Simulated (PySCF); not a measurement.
Frontier orbitals and the lowest excitations

Compound: C₅H₁₀OSi.
Z-matrix (Å and degrees, PBE0-D3(BJ)/def2-SVP geometry), rows numbered from 1:
```
C 
C   1  1.3307
O   2  1.3568  1  121.99
C   3  1.3644  2  119.77  1  -151.25
C   4  1.3396  3  124.11  2    20.74
C   4  1.4914  3  110.34  2  -158.78
Si  6  1.8987  4  113.24  3    68.74
H   1  1.0918  2  121.11  3     3.60
H   1  1.0902  2  119.72  3  -175.39
H   2  1.0969  1  123.24  3   176.92
H   5  1.0898  4  119.53  3  -179.13
H   5  1.0907  4  122.32  3     2.32
H   6  1.0995  4  110.24  3  -169.07
H   6  1.1036  4  109.24  3   -51.08
H   7  1.4947  6  109.55  4    57.68
H   7  1.4919  6  111.27  4   -63.06
H   7  1.4956  6  109.00  4   176.85
```

Computed with TDDFT CAM-B3LYP/def2-SVPD, vertical, gas phase, core orbitals frozen in the response (PySCF 2.14.0, density-fitted response routines).

Frontier orbitals with the atoms that hold most of them (Löwdin shares over 4%, at most four atoms; ? is withheld):

```
orbital  ε (eV)                             atoms
 LUMO+2    1.56   Si7 29%, H17 9%, H16 9%, H15 8%
 LUMO+1    1.18    Si7 22%, C2 12%, C1 10%, C5 9%
   LUMO       ?                                 ?
   HOMO   -7.91                                 ?
 HOMO-1   -9.03    C1 23%, C2 21%, C4 12%, C5 12%
 HOMO-2  -10.87    C6 25%, O3 19%, Si7 17%, C4 7%
 HOMO-3  -10.88  Si7 38%, H15 25%, H16 21%, C6 8%
```

**Question.** Which atoms hold the HOMO, and with what shares?

**Answer.** C5 (bonded to C and 2 H) 26%; O3 (bonded to 2 C) 19%; C4 (bonded to 2 C and O) 16%; C1 (bonded to C and 2 H) 15%. By element: carbon 57% or more, oxygen 19%.

**Question.** Give the leading atoms of the LUMO.

**Answer.** C5 (bonded to C and 2 H) 15%; C4 (bonded to 2 C and O) 13%; C1 (bonded to C and 2 H) 12%; Si7 (bonded to C and 3 H) 11%. By element: carbon 40% or more, silicon 11%.

**Question.** What is the LUMO energy, and the HOMO–LUMO gap?

**Answer.** ε(LUMO) = 1.00 eV; the gap is 8.92 eV (0.3277 hartree).

**Question.** How does S1 compare with the orbital gap of 8.92 eV?

**Answer.** S1 is at 6.10 eV (f = 0.289), 2.82 eV below the gap, made of HOMO→LUMO (72%), HOMO→LUMO+1 (22%). Without the coupling terms of the response equations the lowest excitation would equal the gap.

Next come S2 at 6.35 eV (f 0.041), HOMO→LUMO+1 (65%), HOMO→LUMO (17%), HOMO→LUMO+3 (9%); S3 at 6.78 eV (f 0.110), HOMO→LUMO+2 (48%), HOMO→LUMO+3 (23%), HOMO→LUMO+4 (14%); S4 at 6.98 eV (f 0.032), HOMO→LUMO+4 (55%), HOMO→LUMO+3 (10%), HOMO-1→LUMO+1 (10%); S5 at 7.22 eV (f 0.057), HOMO→LUMO+5 (47%), HOMO-1→LUMO (25%), HOMO→LUMO+3 (14%).

On one thread, Arm Neoverse V1 (aarch64), shared host with 32 logical CPUs at a one-minute load of 11, this took 51 s of wall time and 1.1 GiB of memory at its peak.

One conformer stands for the species.
